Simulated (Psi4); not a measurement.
Br₃Ti (SMILES [Br][Ti]([Br])[Br]), doublet, geometry from GFN2-xTB (such geometries of metal compounds can be far from the true shape) (the multiplicity is a formal guess); B3LYP/cc-pVTZ (Psi4).

Here is a job for Psi4.
```
memory 2 GB

molecule {
0 2
Ti   -0.27794159    0.25662649    0.50991671
Br   -1.66330598   -1.44719667   -0.34393249
Br    0.03283817    1.93019788   -1.11915696
Br    1.80517395   -0.64430929    1.14257038
}

set {
  basis cc-pvtz
  reference uks
}

energy('b3lyp')
print_variables()
```

Output, abridged:

```
   => Loading Basis Set <=

    Name: CC-PVTZ
    Role: ORBITAL
    Keyword: BASIS

         ---------------------------------------------------------
                                   SCF
               by Justin Turney, Rob Parrish, Andy Simmonett
                          and Daniel G. A. Smith
                              UKS Reference
         ---------------------------------------------------------

  ==> Geometry <==

    Molecular point group: c1
    Full point group: C1

    Geometry (in Angstrom), charge = 0, multiplicity = 2:

       Center              X                  Y                   Z               Mass
    ------------   -----------------  -----------------  -----------------  -----------------
         TI          -0.279560087098     0.258120866700     0.512886034110    47.947941980000
         BR          -1.664924477098    -1.445702293300    -0.340963165890    78.918337600000
         BR           0.031219672902     1.931692256700    -1.116187635890    78.918337600000
         BR           1.803555452902    -0.642814913300     1.145539704110    78.918337600000

  Running in c1 symmetry.

  Rotational constants: A =      0.02760  B =      0.02760  C =      0.01435 [cm^-1]
  Rotational constants: A =    827.33497  B =    827.33496  C =    430.22932 [MHz]
  Nuclear repulsion = 1022.886245802614667

  Charge       = 0
  Multiplicity = 2
  Electrons    = 127
  Nalpha       = 64
  Nbeta        = 63

  ==> Algorithm <==

  SCF Algorithm Type is DF.
  DIIS enabled.
  MOM disabled.
  Fractional occupation disabled.
  Guess Type is SAD.
  Energy threshold   = 1.00e-06
  Density threshold  = 1.00e-06
  Integral threshold = 1.00e-12

  ==> Primary Basis <==

  Basis Set: CC-PVTZ
    Blend: CC-PVTZ
    Number of shells: 65
    Number of basis functions: 197
    Number of Cartesian functions: 231
    Spherical Harmonics?: true
    Max angular momentum: 4

  ==> DFT Potential <==

   => LibXC <=

    Version 7.1.2
    S. Lehtola, C. Steigemann, M. J. T. Oliveira, and M. A. L. Marques,  SoftwareX 7, 1–5 (2018) (10.1016/j.softx.2017.11.002)

   => Composite Functional: B3LYP <=

    B3LYP Hyb-GGA Exchange-Correlation Functional

    P. J. Stephens, F. J. Devlin, C. F. Chabalowski, and M. J. Frisch,  J. Phys. Chem. 98, 11623 (1994) (10.1021/j100096a001)

    Deriv               =              1
    GGA                 =           TRUE
    Meta                =          FALSE

    Exchange Hybrid     =           TRUE
[...]
      Ntotal   =  127.0000018136 ; deviation = 1.814e-06

   @Spin Contamination Metric:   6.075200109E-03
   @S^2 Expected:                7.500000000E-01
   @S^2 Observed:                7.560752001E-01
   @S   Expected:                5.000000000E-01
   @S   Observed:                5.000000000E-01

    Orbital Energies [Eh]
    ---------------------

    Alpha Occupied:

[...]
      64A     -0.258716

    Alpha Virtual:

[...]
     197A      4.046450

    Beta Occupied:

[...]
    Beta Virtual:

[...]
    Final Occupation by Irrep:
              A
    DOCC [    63 ]
    SOCC [     1 ]
    NA   [    64 ]
    NB   [    63 ]

  @DF-UKS Final Energy: -8572.38030982331838

   => Energetics <=

    Nuclear Repulsion Energy =           1022.8862458026146669
    One-Electron Energy =              -13953.8700815751581104
    Two-Electron Energy =                4612.8492043418473258
    DFT Exchange-Correlation Energy =    -254.2456783926203627
    Empirical Dispersion Energy =           0.0000000000000000
    VV10 Nonlocal Energy =                  0.0000000000000000
    Total Energy =                      -8572.3803098233183846

  UHF NO Occupations:
  HONO-2 :   62  A 1.9991213
  HONO-1 :   63  A 1.9991211
  HONO-0 :   64  A 1.0000000
  LUNO+0 :   65  A 0.0008789
  LUNO+1 :   66  A 0.0008787
  LUNO+2 :   67  A 0.0004863
  LUNO+3 :   68  A 0.0002929

Computation Completed

Properties will be evaluated at   0.000000,   0.000000,   0.000000 [a0]

Properties computed using the SCF density matrix

 Multipole Moments:

 ------------------------------------------------------------------------------------
     Multipole            Electronic (a.u.)      Nuclear  (a.u.)        Total (a.u.)
 ------------------------------------------------------------------------------------

 L = 1.  Multiply by 2.5417464519 to convert [e a0] to [Debye]
 Dipole X            :         -0.0189936           -0.3884317           -0.4074254
 Dipole Y            :          0.0174446            0.3586432            0.3760878
 Dipole Z            :          0.0349783            0.7126239            0.7476022
 Magnitude           :                                                    0.9307773

 ------------------------------------------------------------------------------------

  Variable Map:
  ----------------------------------------------------------------------------
[...]
  Array Variable Map:
  ----------------------------------------------------------------------------
[...]
[...]
```
